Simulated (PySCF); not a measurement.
**Structure from 2D NMR**

Compound of formula C3H4F4. Correlations simulated from computed shifts and couplings:

HSQC (one-bond C–H):
```
  δH    δC  ¹J(C,H) (Hz)
4.58  77.9           156
2.30  37.5           137
```

COSY cross peaks (|J| ≥ 2 Hz):
```
  δH    δH  abs. J (Hz)  bonds
4.58  2.30          8.6      3
```

HMBC (two and three bonds, |J| ≥ 2.5 Hz):
```
  δH        δC [abs. J in Hz]
2.30  129.9 [6.8], 77.9 [6.5]
```

Carbons without hydrogens: δ 129.9.

[PySCF: NMR shieldings at PBE0/pcSseg-1/GIAO; structure optimised with PBE0-D3(BJ)/def2-SVP; J: B3LYP/pcJ-1 (spin–dipole term only in couplings to heteroatoms); no relativistic terms; no solvent model; one conformer; fast rotation and ring inversion assumed for equivalent nuclei]

δ = σ(ref) − σ, references computed at the same level: ¹H (σ = 31.27 ppm), ¹³C (σ = 184.41 ppm) against TMS.

Exchangeable hydrogens are left out of these lists, and C,H couplings along chains are those of one rotamer, so weak HMBC peaks may be missing or extra.

Assemble the structure.

Answers

`C(F)CC(F)(F)F`.

Atoms are numbered as in `[F:1][CH2:2][CH2:3][C:4]([F:5])([F:6])[F:7]` (H(Xn): hydrogen on atom n).

δC 129.9 is C4, a CF3 carbon. δC 77.9 is C2, an sp3 CH2 bonded to F (δH 4.58). δC 37.5 is C3, an sp3 CH2 (δH 2.30). HMBC from δH 2.30 reaches the proton-free carbon C4. COSY links 4.58–2.30.

The shifts were computed for this structure.

Common functionals overestimate the size of one-bond C–F couplings by tens of Hz; these are unscaled. Unscaled 3J(H,H) at this level run about 10 % above measured values. Shifts are as computed. Against solution values, carbons near 30 ppm lie about +2 ppm off and those near 130 ppm about +5 ppm. Of 1211 compounds with measured shifts, 218 miss one by over three times the rms of a fit or turn the order of signals round; such compounds aren't used in these exercises. Chain 3J(H,H) values assume equally populated staggered rotamers: (2 J gauche + J anti)/3. 3J across rotatable bonds or in flexible rings reflects this conformer alone.
